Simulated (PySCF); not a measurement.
Species: C5H8F3PSi.
Bonds: F1–C2, C2–F3, C2–F4, C2–P5, P5–C6, C6–C7, C7–C8, C8–C9 (double), C9–Si10, P5–C9. Hydrogens: H11, H12 on C6; H13, H14 on C7; H15 on C8; H16, H17, H18 on Si10.

Probes without a nucleus sit at each ring's centroid and 1 Å off its mean plane on both sides; NICS is minus the shielding there, NICSzz its component along the normal. Level: GIAO PBE0/pcSseg-1 (PySCF, non-relativistic, gas phase) on the GFN2-xTB geometry, one conformer.

Ring bond lengths (Å), with Mayer bond orders in brackets: P5–C6 1.864 (0.98), C6–C7 1.536 (1.00), C7–C8 1.494 (1.05), C8–C9 1.332 (1.84), C9–P5 1.831 (0.94).

Task: Give the NICS values of each ring in ppm.

Result: 
| ring | type | NICS(0) | NICS(1), two faces | NICS(1)zz, two faces | rms pucker (Å) | centre to ring atoms, mean (Å) |
| --- | --- | --- | --- | --- | --- | --- |
| P5–C6–C7–C8–C9 | 5-membered ring with P; formal bonds 1 double, 4 single | -2.6 | -4.4 / -2.9 | -6.2 / -7.6 | 0.06 | 1.36 |

Task: What do they say, and how far can they be read as aromaticity?

Result: 
- P5–C6–C7–C8–C9: mean NICS(1)zz -6.9 ppm, shielded. C6, C7 have four or more neighbours, and the NICS criterion for π rings isn't applied.

Task: What field does 9.4 T along the ring normal induce along that normal at the first NICS(1) probe listed for ring P5–C6–C7–C8–C9, 1 Å off the ring?

Result: NICSzz × B0 = -6.2 ppm × 9.4 T = -58 μT, against the applied field.

Task: What are the shieldings of the ring atoms and their hydrogens in the same run (means over atoms taken as equivalent)?

Result: 
| atoms | environment | σ isotropic (ppm) |
| --- | --- | --- |
| P5 | phosphine phosphorus | 300.3 |
| C6 | sp3 carbon bound to phosphorus | 160.9 |
| C7 | allylic carbon | 143.2 |
| C8 | alkene CH carbon | 15.9 |
| C9 | fully substituted alkene carbon | 51.0 |
| H11 (×2) | methylene hydrogen | 29.46 |
| H13 (×2) | methylene hydrogen | 28.66 |
| H15 | vinylic hydrogen | 24.44 |
